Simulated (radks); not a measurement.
Task: The mean radii <r> (bohr) of the occupied orbitals of an atom or ion are listed with their occupations. Calculated with a radial shooting solver on a logarithmic mesh with Libxc functionals: Dirac Kohn-Sham, PBE, spin-unpolarised, spherical densities, point nucleus.

orbital  occ.      <r>
1s1/2       2  0.03916
2s1/2       2   0.1722
2p1/2       2   0.1475
2p3/2       4   0.1516
3s1/2       2   0.4917
3p1/2       2   0.4911
3p3/2       4   0.5015
3d3/2       4   0.4953
3d5/2       6   0.4990
4s1/2       2    1.325
4p1/2       2    1.474
4p3/2       3    1.501

Name the element and its charge. Open shells, if any, fill j = l - 1/2 first.

Result: Z = 38, strontium, charge +3: Sr3+ in [Ar] 3d10 4s2 4p5. The 1s radius gives Z: for a bare nucleus <r> = (2 gamma + 1)/(2Z) with gamma = sqrt(1 - (Z/c)^2), 0.03844 bohr for Z = 38, and screening makes it slightly larger (0.03916 here). The occupations add up to 35, and the charge is Z minus that.
